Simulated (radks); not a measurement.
Results of a calculation; reference values are marked as such.
Spherical quantum dot in the effective-mass picture: electrons in a hard-walled sphere of radius 10.2, all in effective atomic units (hartree* = m*/eps^2 hartree, bohr* = eps/m* bohr), one dielectric constant everywhere. Level of theory: non-relativistic Kohn-Sham, LDA (Slater exchange, Perdew-Wang correlation), spin-polarised, spherical densities (a radial shooting solver with Libxc functionals). Levels are named by radial order and angular momentum (1s, 1p, 1d, 2s, ...), and open shells are averaged over m. Results are scaled to m* = 0.385 and eps = 12.1, for which hartree* = 71.56 meV and bohr* = 1.663 nm.

N = 6, configuration 1s2 1p(up 3, down 1). This is the lowest configuration that the search found (a dilute case). Occupied and some empty levels:

level    occupation  eigenvalue (meV)  <r> (nm)
1s up             1            51.427     11.22
1s down           1            52.427     11.19
1p up             3            53.291     11.63
1p down           1            54.309     11.63
1d up             0            56.532     12.02
1d down           0            57.553     12.04
1f up             0            60.951     12.36
1f down           0            61.964     12.38
2s up             0            64.692     7.835
2s down           0            65.297     7.783

Energy (meV): total 163.268, kinetic 44.812, external 0, Hartree 170.37, exchange-correlation -51.919.

Electron density:

r (nm)  n(r) (e/nm^3)
0.470      0.00004969
1.31       0.00005535
2.16       0.00006687
3.01       0.00008521
3.85        0.0001116
4.70        0.0001474
5.54        0.0001940
6.38        0.0002519
7.23        0.0003204
8.07        0.0003961
8.92        0.0004722
9.76        0.0005379
10.6        0.0005789
11.5        0.0005804
12.3        0.0005322
13.1        0.0004349
14.0        0.0003043
14.8        0.0001696
15.7       0.00006309
16.5        7.168e-06
